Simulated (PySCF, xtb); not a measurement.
C₃H₉NSi₂, SMILES C#C[Si@@H](C)N[SiH3]. The values are those of a single conformer.

Harmonic wavenumbers (cm⁻¹) from GFN2-xTB run with xtb 6.7.1 at its own minimum, in rising order: 23, 67, 106, 119, 139, 149, 231, 280, 314, 348, 560, 576, 608, 630, 640, 679, 684, 722, 767, 781, 801, 821, 830, 844, 985, 1207, 1374, 1488, 1490, 2179, 2205, 2206, 2246, 2253, 3042, 3044, 3046, 3347, 3474.

**Question.** What does B3LYP-D3(BJ)/def2-SVP (PySCF) give at its own minimum? (An estimate is asked for; the answer gives what the named calculation found.)

**Answer.** 28, 55, 116, 138, 162, 197, 256, 347, 354, 391, 564, 627, 671, 710, 718, 736, 745, 767, 807, 883, 899, 935, 938, 969, 1009, 1197, 1271, 1429, 1435, 2144, 2197, 2210, 2230, 2238, 3033, 3128, 3130, 3455, 3577. Paired by order, the mean absolute difference is 52 cm⁻¹ and the zero-point energies are 64.8 and 66.8 kcal/mol.
